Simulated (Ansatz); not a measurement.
CHNSe (`N=C=[Se]`). Total charge 0; spin multiplicity 1.

Problem. List the harmonic frequencies (cm⁻¹, unscaled) at PBE0-D4/def2-TZVP in Ansatz. (Estimate.)

Solution. Computed: 419, 448, 556, 693, 2060, 3719.

Problem. Is this a minimum?

Solution. Yes, all 6 modes are real.

Problem. Give the ideal-gas thermochemistry at 298.15 K and 1 bar (rigid rotor, harmonic oscillator; point group Cs, symmetry number 1).

Solution. Zero-point energy 47.2 kJ/mol; H(298) − E = 59.4 kJ/mol; entropy 262.7 J/(mol·K), of which translation 167.0, rotation 85.0, vibration 10.7; G(298) − E = -18.9 kJ/mol.
